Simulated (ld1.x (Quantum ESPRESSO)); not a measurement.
Configuration tests for Zr (Z = 40) (PAW)

zirconium, PAW, made with ld1.x (Quantum ESPRESSO) 7.5 (LDA (PZ), scalar-relativistic). Core [Ar] 3d10 4s2, reference 4p6 4d2 5s1.5 5p0.5. Waves: 5s (bound): rcut 2.95, rcutus 3.70 bohr; 5s channel at 2.55 Ry: rcut 2.95, rcutus 3.70 bohr; 4p (bound): rcut 2.55, rcutus 2.75 bohr; 5p (bound): rcut 2.55, rcutus 2.75 bohr; 4d (bound): rcut 2.15, rcutus 2.70 bohr; 4d channel at 2.65 Ry: rcut 2.15, rcutus 2.70 bohr. Local part: all-electron potential smoothed inside 2.80 bohr (lloc = -1). Core correction: Bessel-smoothed model core, default radius (core density twice the valence density). Augmentation charge: PSQ, inside the norm-conserving radii.

Energies are relative to the spin-unpolarised reference configuration 4p6 4d2 5s1.5 5p0.5; without spin polarisation the order of configurations can differ from experiment. Not all tests gave a result: test run stopped at test 6 of 9 (negative rho), 1 before it not solved. Left out of the table: 4p6 4d0 5s0 5p0 (solver errors, printed error -324 eV).

| valence configuration | charge | ΔE all-electron (eV) | error AE − PS (meV) |
| --- | --- | --- | --- |
| 4p6 4d2 5s2 5p0 | 0 | -1.539 | +0.7 |
| 4p6 4d2 5s0 5p0 | +2 | 19.054 | -4.9 |

Task: What are ΔE and the potential's error for 4p6 4d2 5s1 5p0?

Result: ΔE = 5.813 eV all-electron; the error (AE − PS) is +1.0 meV.

Task: What are ΔE and the potential's error for 4p6 4d2.5 5s1.5 5p0?

Result: ΔE = -1.013 eV all-electron; the error (AE − PS) is -1.2 meV.

Levels in the configuration 4p6 4d2.5 5s1.5 5p0:

| level | all-electron (eV) | pseudo (eV) |
| --- | --- | --- |
| 4p | -31.463 | -31.460 |
| 4d | -3.055 | -3.050 |
| 5s | -4.293 | -4.293 |
